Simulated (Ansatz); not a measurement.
A nudged elastic band was laid between two geometries of H$_{6}$OW (8 atoms, charge 0, multiplicity 1).

Computed with RKS r2SCAN-D4/def2-SVP in Ansatz.

- movable images: 7
- climbing image: yes
- spring: 5.0 eV/Å²
- optimiser: quadratic models (default)
- start path: through a guess of the saddle point
- force threshold: 0.03 eV/Å
- iteration limit: 36
- end points: relaxed

First end point:

```xyz
8
Properties=species:S:1:pos:R:3
W 0.158 0.018 0.284
O 0.628 -0.151 2.063
H 0.186 -0.643 2.771
H 1.312 0.892 -0.571
H -0.304 1.594 -0.110
H -1.489 0.236 -0.034
H -0.597 -1.316 -0.430
H 1.135 -0.911 -0.736
```

Last end point:

```xyz
8
Properties=species:S:1:pos:R:3
W -0.345 0.001 -0.359
O 0.538 0.336 1.634
H 0.380 -0.339 2.309
H 1.478 0.560 1.673
H 0.270 1.571 -0.682
H -1.804 -0.149 0.533
H 0.809 -1.233 -0.137
H -0.297 -1.028 -1.733
```

**Question.** What changes between the two ends?

**Answer.** Bonds broken: W1–H4. Bonds formed: O2–H4.

**Question.** Give the energies along the band, and the barrier.

**Answer.** It converged. The highest image is number 5 of 0 to 8, 3.40 eV above the first end and 0.30 eV above the last; the last end lies 3.10 eV above the first. Neighbouring images differ by up to 1.8 eV, so the band resolves the path poorly. A vibrational analysis at the climbing image gives one clearly imaginary mode, 1017i cm⁻¹: a first-order saddle point. The orbitals stay closed-shell, which can raise the energy where a bond breaks towards radicals; this wasn't checked here.

| image | path coordinate (Å) | energy (eV) | W1–H4 (Å) | O2–H4 (Å) |
| --- | --- | --- | --- | --- |
| 0 | 0.00 | 0.00 | 1.68 | 2.91 |
| 1 | 0.86 | 0.00 | 1.69 | 2.98 |
| 2 | 1.72 | 0.30 | 1.67 | 2.71 |
| 3 | 2.58 | 0.32 | 1.66 | 2.32 |
| 4 | 3.44 | 1.61 | 1.67 | 1.94 |
| 5 | 4.30 | 3.40 | 1.91 | 1.16 |
| 6 | 5.80 | 3.15 | 2.87 | 0.98 |
| 7 | 7.30 | 3.10 | 2.75 | 0.97 |
| 8 | 8.80 | 3.10 | 2.79 | 0.97 |

**Question.** What is the geometry of the highest image?

**Answer.** 
```xyz
8
Properties=species:S:1:pos:R:3
W -0.368 -0.305 0.122
O 0.525 0.270 1.924
H 1.164 -0.286 2.394
H 0.902 0.836 0.979
H 0.648 1.107 -0.148
H -2.024 0.118 0.048
H -0.330 -1.759 -0.766
H 0.511 -0.263 -1.316
```

The run took 19 min on 1 thread of Arm Neoverse V1, with other jobs on the host, peak memory 0.17 GiB.
